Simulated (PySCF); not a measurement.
PySCF 2.14.0 with density-fitted response routines calculation with structure optimised with GFN2-xTB and NMR shieldings at PBE0/pcSseg-1/GIAO; relativity neglected, one computed conformer, no solvent model, fast rotation and ring inversion assumed for equivalent nuclei.

Scale: TMS for 1H (σref 31.72) and 13C (σref 186.93) (reference shieldings calculated alike). Acid and N–H amide carbonyl carbons lie up to 10 ppm further downfield in solution (hydrogen bonding). Shifts are as computed. Against solution values, carbons near 30 ppm lie about +3 ppm off and those near 130 ppm about +5 ppm; carbons on Cl a further +6 ppm. Of 1211 compounds with measured shifts, 218 miss one by over three times the rms of a fit or turn the order of signals round; such compounds aren't used in these exercises. Groups on amide-type nitrogens are kept apart (slow C–N rotation). Carbons bonded to Cl come out too deshielded. OH and NH positions are gas-phase values without hydrogen bonding to other molecules.

(1) Order these molecules by the shift of their most shielded carbon-bound hydrogen, lowest δ first.
A. CNNc1ccc(F)cc1
B. C=Cc1ccc(C#N)c(Cl)c1
C. CO[C@@H]1C[C@]1(Cl)/C=C/F
D. C#CC(N)=O

(2) Order these molecules by the shift of their most shielded carbon, lowest δ first.
A. C=Cc1ccc(C#N)c(Cl)c1
B. CO[C@@H]1C[C@]1(Cl)/C=C/F
C. CNNc1ccc(F)cc1
D. C#CC(N)=O

(3) How many 13C and 1H signals does each give (equivalence by symmetry and fast rotation, but not about amide C–N or C=N bonds)? `C#CC(N)=O`, `CNNc1ccc(F)cc1`, `CO[C@@H]1C[C@]1(Cl)/C=C/F`, `C=Cc1ccc(C#N)c(Cl)c1`

Answers

(1) C (1.15 ppm, hydrogen on a three-membered-ring carbon), D (2.13 ppm, hydrogen on a terminal alkyne carbon), A (2.61 ppm, hydrogen on a methyl carbon bonded to N), B (5.93 ppm, hydrogen on a terminal =CH2 carbon).

(2) B (28.3 ppm, three-membered-ring carbon), C (39.9 ppm, methyl carbon bonded to N), D (80.2 ppm, terminal alkyne carbon), A (117.0 ppm, substituted aromatic carbon).

(3) C#CC(N)=O: 3 C, 3 H; CNNc1ccc(F)cc1: 5 C, 5 H; CO[C@@H]1C[C@]1(Cl)/C=C/F: 6 C, 6 H; C=Cc1ccc(C#N)c(Cl)c1: 9 C, 6 H.
